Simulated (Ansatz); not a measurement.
Z-matrix (Å, degrees):
```
C
C 1 1.493
H 1 1.090 2 111.6
H 1 1.095 2 107.7 3 -117.9
H 1 1.089 2 111.1 3 124.0
O 2 1.220 1 122.3 3 -151.7
C 2 1.491 1 118.0 3 29.1
Ga 6 2.141 2 130.9 1 -0.5
H 7 1.093 2 110.3 1 47.4
H 7 1.095 2 108.7 1 -69.2
H 7 1.088 2 110.7 1 170.4
C 8 1.973 6 99.9 2 -61.5
Cl 8 2.196 6 96.0 2 -175.9
C 8 1.974 6 100.1 2 69.8
H 12 1.092 8 109.4 6 -160.9
H 12 1.093 8 112.8 6 79.2
H 12 1.092 8 110.5 6 -42.9
H 14 1.093 8 109.1 6 159.0
H 14 1.092 8 110.4 6 41.1
H 14 1.093 8 113.3 6 -81.2
```

Charge 0, multiplicity 1.

(1) List the PBE0/def2-TZVPP orbital energies in eV (the Gaussian-basis code of Ansatz). (Best estimate.)

Answers

(1) Ansatz gave: Occupied: -10146.20, -2765.46, -1252.01, -1108.18, -1108.12, -1108.08, -524.08, -282.16, -279.24, -279.22, -277.24, -277.24, -257.30, -195.56, -195.46, -195.45, -150.35, -103.32, -103.17, -103.04, -30.92, -22.96, -22.60, -22.43, -22.33, -22.32, -22.25, -21.10, -20.67, -18.71, -18.48, -16.55, -14.66, -14.26, -14.19, -12.59, -12.34, -11.78, -11.43, -10.95, -10.83, -10.68, -10.61, -10.55, -9.02, -8.05, -8.04, -7.64, -6.97. Lowest empty: -1.82, 0.32, 1.11, 1.83, 1.94, 2.02, 2.27, 2.34.
